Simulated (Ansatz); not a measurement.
Gas-phase electronic energies from Ansatz, PBE0-D4/def2-TZVP geometries. CBS: MP2 limit from def2 TZ/QZ plus the TZ coupled-cluster correction, frozen cores. Functionals use def2-TZVPP. B3LYP here is the variant with VWN-RPA as its local correlation; programs differ in this. For Ge outer-core shells are correlated without core-valence functions, which leaves a few kJ/mol of doubt a bond. Scalar relativity is left out up to krypton. Each species was taken in one conformer, which may not be the lowest.

`[F][GeH2][O][SiH3]` + `[SiH3]SS` → `[SiH3]SS[SiH3]` + `[OH][GeH2][F]`  (ligand exchange at the Si–O bond)

`[F][GeH2][O][SiH3]`:

Z-matrix (Å, degrees):
```
Ge
O 1 1.752
F 1 1.735 2 106.4
H 1 1.532 2 110.5 3 -115.0
H 1 1.527 2 107.7 3 115.2
Si 2 1.642 1 135.5 3 55.0
H 6 1.489 2 110.4 1 32.0
H 6 1.484 2 107.8 1 151.5
H 6 1.484 2 110.6 1 -88.7
```

`[SiH3]SS`:

```xyz
7

Si   -0.777    0.359   -0.538
S     1.364    0.418   -0.449
S     1.558   -0.256    1.493
H    -1.358    1.223    0.517
H    -1.254   -1.035   -0.366
H    -1.145    0.865   -1.887
H     1.612   -1.575    1.229
```

`[SiH3]SS[SiH3]`:

Cartesian coordinates in Å:
```
Si 0.494 0.920 -1.755
S 1.061 -0.958 -0.892
S 1.284 -0.262 1.058
Si -0.665 -0.830 1.742
H 1.581 1.911 -1.574
H -0.753 1.417 -1.123
H 0.273 0.647 -3.199
H -1.708 -0.138 0.947
H -0.729 -0.408 3.166
H -0.836 -2.299 1.628
```

`[OH][GeH2][F]`:

Cartesian coordinates in Å:
```
O 1.066 0.474 0.732
Ge -0.207 -0.012 -0.383
F -0.463 -1.719 -0.178
H 0.814 0.407 1.656
H -1.554 0.638 -0.039
H 0.344 0.213 -1.788
```

(1) Is it downhill or uphill in electronic energy at CCSD(T)/CBS, and by how much? (Best estimate.)

(2) What do these levels give: B3LYP-D4, ωB97X-V, B3LYP, HF/def2-TZVPP, CCSD/def2-TZVPP, MP2/CBS(def2)? (Estimate.)

Largest T1 diagnostic among the species: 0.012.

## Answers

(1) Computed: Uphill: ΔE = +37.7 kJ/mol.

(2) Ansatz gave: B3LYP-D4 39.0, ωB97X-V 40.1, B3LYP 45.4, HF/def2-TZVPP 65.2, CCSD/def2-TZVPP 46.3, MP2/CBS(def2) 33.7 kJ/mol.

In def2-TZVPP, CCSD(T) changes the Hartree–Fock value by −23.7 kJ/mol (the triples alone add −4.8 kJ/mol) and MP2 by −27.7 kJ/mol. The D4 term adds −6.4 kJ/mol with B3LYP and −3.4 kJ/mol with PBE0; it sums over pairs of atoms, weighted by their polarisabilities, and B3LYP, whose exchange is more repulsive, gets the larger term.
